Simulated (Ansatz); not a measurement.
Consider the ligand exchange at the In–C bond: `C=[CH][In]([CH3])[Cl]` + H₂S → `[CH3][In]([SH])[Cl]` + `C=C`.

Program: Ansatz. Geometries: PBE0-D4/def2-TZVP. ΔE: electronic, gas phase. CCSD(T)/CBS adds triple-zeta CCSD(T) − MP2 to the extrapolated MP2 energy (def2 sets, frozen cores). This one scheme is used for every species. Functionals use def2-TZVPP. Elements past krypton have def2 core potentials. For In outer-core shells are correlated without core-valence functions, which leaves a few kJ/mol of doubt a bond. One conformer a species, not always the lowest.

| species | PBE0 energy (Eh) |
| --- | --- |
| `C=[CH][In]([CH3])[Cl]` | -768.04514 |
| H₂S | -399.26243 |
| `[CH3][In]([SH])[Cl]` | -1088.83565 |
| `C=C` | -78.51356 |

(1) Work out ΔE.

Largest T1 diagnostic among the species: 0.012.

Results:

(1) ΔE = (-1088.83565) + (-78.51356) − (-768.04514) − (-399.26243) = -0.04164 Eh = -26.1 kcal/mol. CCSD(T)/CBS gives -24.6 kcal/mol.

Leaving LDA and LC-ωPBE aside and taking each functional with its dispersion term where it has one, the values, not all of them listed here, spread over 1.8 kcal/mol, from B97M-V to revPBE-D4. LDA lies +1.3 kcal/mol from PBE without D4. In def2-TZVPP, CCSD(T) changes the Hartree–Fock value by +4.2 kcal/mol (the triples alone add +0.3 kcal/mol) and MP2 by +4.1 kcal/mol.
